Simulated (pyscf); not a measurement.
Routes from •H₂Si–SiH(Cl)–Cl

Candidate steps break at most two bonds and form at most two. Each was searched with GFN2-xTB (tblite) first. Single points on ωB97X-D3(BJ)/def2-SVP structures (PySCF, gas phase). Energies: ωB97M-D3(BJ)/def2-TZVP, kJ/mol, from the reactant's lowest minimum found, doublet surface; ΔG‡ with ideal gas, 1 atm, RRHO with modes under 100 cm⁻¹ raised to 100, one conformer, R ln 2 for chiral ones without a mode under 150 cm⁻¹.

```csv
products,type,ΔE‡,ΔE,ΔG‡ 298 K,ΔG‡ 900 K,ν‡ (cm⁻¹)
Cl–SiH•–SiH₂–Cl,group migration,137.9,+6.4,137.9,149.3,155i
•H₂Si–Cl + :HSi–Cl [singlet],"1,1-elimination",193.5,+199.7,–,–,358i
```

A dash marks a saddle under its separated products, where this table gives no free-energy barrier. Row 2: On the product side the descent ends in a bound adduct, 40.9 kJ/mol under the separated species and 11.5 kJ/mol under the saddle at ωB97X-D3(BJ)/def2-TZVP. 

Plain bond fissions and candidates not yet searched are not listed, and one of them may be faster. Each barrier is that of the saddle found; lower ones may exist.
